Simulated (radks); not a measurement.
Species: Re II. Configuration: [Kr] 4d10 4f14 5s2 5p5.75 5d5 6s1 6p0.25 (fractional occupations, a model configuration).

Method: scalar-relativistic Kohn-Sham, PBE, spin-polarised, spherical densities, finite nucleus; open shells are filled with parallel spins first (spin-orbit coupling, left out, can overturn this in heavy ions); Fermi nuclear charge, rms radius 5.3698 fm; computed with a radial shooting solver on a logarithmic mesh with Libxc functionals.

Energy parts (hartree):
total: -16688.8696
kinetic: 18435.2834
electron-nucleus: -41281.4091
Hartree: 6487.5577
exchange-correlation: -330.3016

Orbitals (lengths in bohr, moments of r in powers of bohr):
orbital  occ.  eigenvalue (hartree)       <r^4>
1s up       1             -2632.930   5.459e-07
1s down     1             -2632.929   5.459e-07
2s up       1             -456.8068  0.00008169
2s down     1             -456.7967  0.00008169
2p up       3             -398.7915  0.00006453
2p down     3             -398.7830  0.00006453
3s up       1             -106.0144    0.002992
3s down     1             -106.0107    0.002992
3p up       3             -88.89927    0.003231
3p down     3             -88.89509    0.003231
3d up       5             -69.47030    0.002494
3d down     5             -69.46307    0.002494
4s up       1             -22.38914     0.06960
4s down     1             -22.37901     0.06958
4p up       3             -16.77320     0.09285
4p down     3             -16.76357     0.09272
4d up       5              -9.71995      0.1351
4d down     5              -9.70842      0.1343
4f up       7              -1.89527      0.4118
4f down     7              -1.87323      0.3845
5s up       1              -3.49872       2.155
5s down     1              -3.40572       2.077
5p up       3              -2.10290       4.208
5p down  2.75              -1.98318       4.042
5d up       5              -0.56035       26.73
5d down     0              -0.41182       29.07
6s up       1              -0.52015       112.9
6p up    0.25              -0.28983       357.1

The highest occupied level is 6p up at -7.887 eV. The configuration is held as typed, so some empty levels lie below it. The spin density at the nucleus is 92.4 e/bohr^3 (1s -0.1, 2s -1.7, 3s 0.4, 4s 2.3, 5s -25.6, 6s 117.1).
